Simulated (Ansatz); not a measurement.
Ansatz (an electronic-structure program) input:

Ansatz 0.2 input:
```yaml
crystal:
  periodic: [false, false, false]
  atoms:
    - {symbol: Ba, position_ang: [-0.00000000, -0.00000000, -0.60464707]}
    - {symbol: Cl, position_ang: [0.00000000, 0.00000000, 1.99177858]}
basis:
  gaussian:
    orbitals: def2-TZVP
hamiltonian:
  xc: {name: PBE0}
total_charge: 1
relax: {f_tol: 0.003, max_steps: 100}
```

Problem. What final total energy does it print?

Solution. -485.43499 Eh (PBE0/def2-TZVP). The basis has 77 functions.
